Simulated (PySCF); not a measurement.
These are PySCF with ωB97X-D3(BJ)/def2-TZVP // PBE0-D3(BJ)/def2-SVP values and carry that method's errors. Isolated molecules, 0 K electronic values unless said otherwise. One relaxed conformer stands for a flexible species; it need not be the lowest. Excitations are Tamm–Dancoff values on a coarser integration grid. The basis has no diffuse functions, so Rydberg states are missing or too high.

Reference species (SMILES): `S1[SiH2][SiH2][SiH2][SiH2][SiH2]1` (neutral, multiplicity 1).

```
Quantity                Value
-------------------  --------
HOMO–LUMO gap        10.33 eV
T1 excitation (TDA)   5.12 eV
```

Changed species: `O1[SiH2][SiH2][SiH2][SiH2][SiH2]1` (a SiH2 unit replaced by OH0; the reference has a SiH2 unit replaced by SH0).

### Question
Give the shifts of the HOMO–LUMO gap and T1 excitation (TDA).

### Answer
the HOMO–LUMO gap increases by 0.40 eV, to 10.73 eV; the T1 excitation (TDA) rises by 0.16 eV, to 5.28 eV.
